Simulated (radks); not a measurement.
The numbers below are computed, except where a source is named.
Trend from Rb3+ to Xe3+: ionisation energy by Delta-SCF between NIST ground configurations, and size. Level of theory: Dirac Kohn-Sham, BLYP, spin-unpolarised, spherical densities, finite nucleus; open shells fill j = l - 1/2 first; Fermi nuclear charge, rms radius of each element as measured or else 0.836 A^(1/3) + 0.57 fm (a radial shooting solver on a logarithmic mesh with Libxc functionals).

species,configuration,IE (eV),NIST (eV),kind,outermost,<r> outermost (bohr)
Rb3+,[Ar] 3d10 4s2 4p4,52.978,52.2,semi-emp.,4p3/2,1.58
Sr3+,[Ar] 3d10 4s2 4p5,56.659,56.280,semi-emp.,4p3/2,1.50
Zr3+,[Kr] 4d1,34.254,34.418,exp.,4d3/2,1.84
Nb3+,[Kr] 4d2,36.922,37.61,exp.,4d3/2,1.72
Mo3+,[Kr] 4d3,39.513,40.3,semi-emp.,4d3/2,1.61
Tc3+,[Kr] 4d4,42.042,41,theory,4d3/2,1.52
Ru3+,[Kr] 4d5,44.107,45,theory,4d5/2,1.45
Rh3+,[Kr] 4d6,46.517,42,theory,4d5/2,1.38
Pd3+,[Kr] 4d7,48.891,46,theory,4d5/2,1.32
Ag3+,[Kr] 4d8,51.237,49,theory,4d5/2,1.26
Cd3+,[Kr] 4d9,53.558,51,theory,4d5/2,1.21
In3+,[Kr] 4d10,55.859,55.45,exp.,4d5/2,1.16
Sn3+,[Kr] 4d10 5s1,41.372,40.74,exp.,5s1/2,2.13
Sb3+,[Kr] 4d10 5s2,44.437,43.80,exp.,5s1/2,2.03
Te3+,[Kr] 4d10 5s2 5p1,37.414,37.416,exp.,5p1/2,2.19
I3+,[Kr] 4d10 5s2 5p2,40.300,40.36,exp.,5p1/2,2.07
Xe3+,[Kr] 4d10 5s2 5p3,41.470,42.2,exp.,5p3/2,2.04

Reference values: NIST Atomic Spectra Database (exp. = measured, semi-emp. = semi-empirical, theory = theoretical value adopted there). Spin polarisation and multiplet splitting are left out, so open shells lie too high by an amount that depends on their filling.

Beside tabulated values, note that spin-unpolarised runs miss the spin-polarisation part of the exchange energy of open shells.
